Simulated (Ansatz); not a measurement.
Geometry optimisation, Ansatz 0.2.0, RHF/def2-SVP.

Input file:

```yaml
crystal:
  periodic: [false, false, false]
  atoms:
    - { symbol: Ta, position_ang: [0.032554, 0.098813, -0.124662] }
    - { symbol: "N", position_ang: [2.094807, 0.335713, -0.152319] }
    - { symbol: H, position_ang: [2.672174, 0.014225, 0.604108] }
    - { symbol: H, position_ang: [2.633027, 0.670992, -0.929271] }
    - { symbol: F, position_ang: [0.412503, -0.824447, 1.46149] }
    - { symbol: Cl, position_ang: [0.12258, 0.651525, -2.402945] }
    - { symbol: Cl, position_ang: [-0.867538, 2.007712, 0.749249] }
    - { symbol: Cl, position_ang: [-1.788707, -1.334912, -0.476778] }
    - { symbol: P, position_ang: [1.549654, -3.131166, -1.22866] }
    - { symbol: H, position_ang: [0.674081, -3.359802, -0.148589] }
    - { symbol: H, position_ang: [0.558517, -2.74256, -2.15264] }
    - { symbol: H, position_ang: [1.934648, -1.821093, -0.850983] }
basis:
  gaussian: { orbitals: def2-SVP }
hamiltonian:
  xc: hf
relax:
  f_tol: 0.03
  max_steps: 50
```

Run as:

```bash
$ ansatz run input.yaml --threads 4 --pin off --max-ram 5120MiB --backend cpu --events-out ev --progress --plain --runs-dir out
```

**Question.** Where does it end, and by what steps?

**Answer.** The forces met the threshold. The force dipped under the threshold on the way, but the program's further checks kept it going. After 14 steps the energy has fallen by 0.638 eV; H12 moved furthest, 1.24 Å.

```tsv
step	energy less start (eV)	largest force component (eV/Å)	accepted
0	0.0000	2.478	yes
1	-0.2821	1.101	yes
2	-0.4115	0.309	yes
3	-0.4745	0.460	yes
4	-0.5506	0.280	yes
5	-0.6028	0.227	yes
6	-0.6232	0.354	yes
7	-0.6170	0.506	no
8	-0.6340	0.085	yes
9	-0.6338	0.199	no
10	-0.6346	0.039	yes
11	-0.6363	0.016	yes
12	-0.6374	0.030	yes
13	-0.6380	0.050	yes
14	-0.6380	0.029	yes
```

```xyz
12
Properties=species:S:1:pos:R:3
Ta -0.122 0.712 0.085
N 1.790 0.451 -0.093
H 2.344 0.100 0.671
H 2.336 0.643 -0.913
F 0.140 0.065 1.832
Cl -0.128 1.476 -2.147
Cl -0.907 2.733 0.918
Cl -1.571 -1.046 -0.370
P 1.824 -4.087 -1.566
H 0.989 -4.116 -0.428
H 0.867 -3.491 -2.417
H 2.466 -2.875 -1.224
```

Whether the end is a true minimum wasn't checked by a vibrational analysis.

The run took 36 s on 4 threads of Intel(R) Xeon(R) Platinum 8375C CPU @ 2.90GHz (Ice Lake), with other jobs on the host, peak memory 0.54 GiB.
